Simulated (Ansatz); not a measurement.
Calculated with Ansatz (gas phase, PBE0-D4/def2-TZVP geometries, no zero-point term in ΔE). CCSD(T)/CBS is the MP2 limit (def2-TZVPP, def2-QZVPP) plus CCSD(T) − MP2 in def2-TZVPP, frozen cores. DFT in def2-TZVPP. Each species was taken in one conformer, which may not be the lowest.

Consider the substitution at a C–C bond: `CCSP` + `O[Si]1(F)CO1` → `CO[Si]1(F)CO1` + `CSP`.

Task: Is it downhill or uphill in electronic energy at CCSD(T)/CBS, and by how much? (Estimate.)

Result: Computed: Uphill: ΔE = +63.7 kJ/mol.

Task: What do these levels give: PBE-D4, ωB97X-V, r2SCAN, HF/def2-TZVPP, CCSD/def2-TZVPP, CCSD/CBS(def2)? (An estimate is asked.)

Result: The calculation gave: PBE-D4 58.9, ωB97X-V 55.7, r2SCAN 59.5, HF/def2-TZVPP 48.4, CCSD/def2-TZVPP 60.5, CCSD/CBS(def2) 62.2 kJ/mol.

Largest T1 diagnostic among the species: 0.013.

In def2-TZVPP, CCSD(T) changes the Hartree–Fock value by +13.6 kJ/mol (the triples alone add +1.5 kJ/mol) and MP2 by +20.5 kJ/mol.
